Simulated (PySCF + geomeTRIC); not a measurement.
Computed with B3LYP-D3(BJ)/def2-TZVP (PySCF + geomeTRIC). fastk is a local helper that only speeds up exchange builds. No frequencies were computed at this level.

```python
import json, numpy as np
from pyscf import gto, dft
from fastk import lowrank_exchange
atoms = """
O     -1.726212     0.662904     0.785753
Si    -0.912427    -0.408831    -0.138078
Si     1.360779    -0.037484    -0.072619
H     -1.677310     1.603846     0.649193
H     -1.368268    -1.651081     0.478372
H     -1.447144    -0.339008    -1.507725
H      2.084812    -0.986375    -0.921788
H      1.740996     1.304500    -0.541900
H      1.944776    -0.148471     1.268794
"""
def scf(charge, spin, dm0=None):
    mol = gto.M(atom=atoms, basis='def2-tzvp', ecp={}, charge=charge, spin=spin, verbose=3, max_memory=5040)
    mf = dft.KS(mol, xc='b3lyp').density_fit(auxbasis="def2-universal-jkfit")
    mf.disp = 'd3bj'
    mf.grids.level = 3
    mf.conv_tol = 1e-8
    mf.max_cycle = 60
    mf.kernel(dm0)
    if not mf.converged:
        mf = mf.newton().run(mf.mo_coeff, mf.mo_occ).undo_soscf()
    return mf
mf = scf(0, 0)
from pyscf.geomopt.geometric_solver import kernel as optimize
path = []
done, mol = optimize(mf, maxsteps=80, assert_convergence=False, callback=lambda env: path.append((env["energy"], bool(env["g_scanner"].converged))))
res = dict(converged=bool(done and path[-1][1]), energy=path[-1][0], path=[e for e, c in path], xyz=mol.atom_coords(unit="Angstrom").tolist(), nao=mol.nao)
json.dump(res, open("result.json", "w"))
```

Output:

```
converged SCF energy = -657.9549431702
Geometry optimization cycle 1
converged SCF energy = -657.954943166992
cycle 1: E = -657.954943167  dE = -657.955  norm(grad) = 0.0313936
Geometry optimization cycle 2
converged SCF energy = -657.958701194515
cycle 2: E = -657.958701195  dE = -0.00375803  norm(grad) = 0.00863847
Geometry optimization cycle 3
converged SCF energy = -657.958930585971
cycle 3: E = -657.958930586  dE = -0.000229391  norm(grad) = 0.0030288
Geometry optimization cycle 4
converged SCF energy = -657.958970808979
cycle 4: E = -657.958970809  dE = -4.0223e-05  norm(grad) = 0.00169
Geometry optimization cycle 5
converged SCF energy = -657.958977078645
cycle 5: E = -657.958977079  dE = -6.26967e-06  norm(grad) = 0.000858287
Geometry optimization cycle 6
converged SCF energy = -657.958978336776
cycle 6: E = -657.958978337  dE = -1.25813e-06  norm(grad) = 0.000174532
Geometry optimization cycle 7
converged SCF energy = -657.958978500072
cycle 7: E = -657.9589785  dE = -1.63295e-07  norm(grad) = 0.000124464
<class 'geometric.internal.Distance'> : 8
<class 'geometric.internal.Angle'> : 13
<class 'geometric.internal.Dihedral'> : 12
<class 'geometric.internal.TranslationX'> : 1
<class 'geometric.internal.TranslationY'> : 1
<class 'geometric.internal.TranslationZ'> : 1
<class 'geometric.internal.RotationA'> : 1
<class 'geometric.internal.RotationB'> : 1
<class 'geometric.internal.RotationC'> : 1
Step    0 : Gradient = 1.046e-02/1.764e-02 (rms/max) Energy = -657.9549431670
Step    1 : Displace = 4.863e-02/8.276e-02 (rms/max) Trust = 1.000e-01 (=) Grad = 2.879e-03/5.929e-03 (rms/max) E (change) = -657.9587011945 (-3.758e-03) Quality = 1.103
Step    2 : Displace = 1.190e-02/1.757e-02 (rms/max) Trust = 1.414e-01 (+) Grad = 1.010e-03/2.118e-03 (rms/max) E (change) = -657.9589305860 (-2.294e-04) Quality = 1.252
Step    3 : Displace = 6.426e-03/1.407e-02 (rms/max) Trust = 2.000e-01 (+) Grad = 5.633e-04/1.180e-03 (rms/max) E (change) = -657.9589708090 (-4.022e-05) Quality = 1.199
Step    4 : Displace = 2.782e-03/5.539e-03 (rms/max) Trust = 2.828e-01 (+) Grad = 2.861e-04/6.030e-04 (rms/max) E (change) = -657.9589770786 (-6.270e-06) Quality = 1.258
Step    5 : Displace = 1.475e-03/2.329e-03 (rms/max) Trust = 3.000e-01 (+) Grad = 5.818e-05/1.157e-04 (rms/max) E (change) = -657.9589783368 (-1.258e-06) Quality = 1.116
Step    6 : Displace = 8.016e-04/1.270e-03 (rms/max) Trust = 3.000e-01 (=) Grad = 4.149e-05/9.362e-05 (rms/max) E (change) = -657.9589785001 (-1.633e-07) Quality = 0.958
Converged! =D
```

Cost: around 70 core-seconds (rough).
